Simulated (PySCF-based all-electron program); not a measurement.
Force along the bond of PbO, singlet

All-electron Kohn–Sham DFT on the free molecule, computed near the basis limit with an in-house program on PySCF integrals; Koelling–Harmon scalar relativity, no spin–orbit coupling, spin-restricted. Forces are good to about 0.019 eV/Å. In part, the full relativistic part was added along one bond alone. A positive force pushes the atoms apart.

```tsv
r (Å)	PBE (eV/Å)
1.728	10.176
1.7296	?
1.742	9.147
1.920	0.494
1.9218	0.437
1.935	?
2.114	?
```

**Question.** What does PBE give at the lengths left open?

**Answer.** 1.7296 Å: 10.053 eV/Å; 1.935 Å: 0.045 eV/Å; 2.114 Å: -3.324 eV/Å.

**Question.** Fit a Morse curve to the forces within 0.84 to 1.25 of the listed length with the smallest force. Where does the force vanish, what is the force constant, and what harmonic wavenumber follows with standard atomic masses?

**Answer.** PBE: 1.937 Å, 29 eV/Å², about 730 cm⁻¹. The points are far apart, so these are estimates.
